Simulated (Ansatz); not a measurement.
Mulliken charges of FH4N2NbO, SMILES `[NH]=[Nb]([NH2])([OH])[F]` from ωB97M-V/def2-TZVPP in Ansatz (PBE0-D4/def2-TZVP geometry).

```json
{"atom": "N1", "x (Å)": "-0.896", "y (Å)": "0.818", "z (Å)": "-1.162", "charge (e)": "-0.621"}
{"atom": "Nb2", "x (Å)": "0.198", "y (Å)": "0.448", "z (Å)": "0.144", "charge (e)": "1.505"}
{"atom": "N3", "x (Å)": "0.897", "y (Å)": "-1.329", "z (Å)": "-0.321", "charge (e)": "-0.532"}
{"atom": "O4", "x (Å)": "-0.726", "y (Å)": "0.377", "z (Å)": "1.805", "charge (e)": "-0.519"}
{"atom": "F5", "x (Å)": "1.591", "y (Å)": "1.721", "z (Å)": "0.255", "charge (e)": "-0.424"}
{"atom": "H6", "x (Å)": "-1.492", "y (Å)": "1.160", "z (Å)": "-1.900", "charge (e)": "0.126"}
{"atom": "H7", "x (Å)": "1.488", "y (Å)": "-1.867", "z (Å)": "0.299", "charge (e)": "0.126"}
{"atom": "H8", "x (Å)": "0.683", "y (Å)": "-1.856", "z (Å)": "-1.153", "charge (e)": "0.144"}
{"atom": "H9", "x (Å)": "-1.654", "y (Å)": "0.481", "z (Å)": "2.015", "charge (e)": "0.195"}
```

Task: By hand: the dipole of these point charges (1 e Å = 4.8032 D).

Result: Σ q r = (-0.145, -0.315, 0.089) e Å, of length 0.358 e Å = 1.72 D.

Task: How does the dipole of the full density compare? (Estimate.)

Result: The calculation gave: (-0.336, -0.385, -0.046) e Å, 2.46 D; the point charges give 0.70 times that, at 25° from its direction.

Point charges leave out the atoms' own dipoles, such as those of lone pairs, and Mulliken's split depends on the basis, so the two needn't agree.
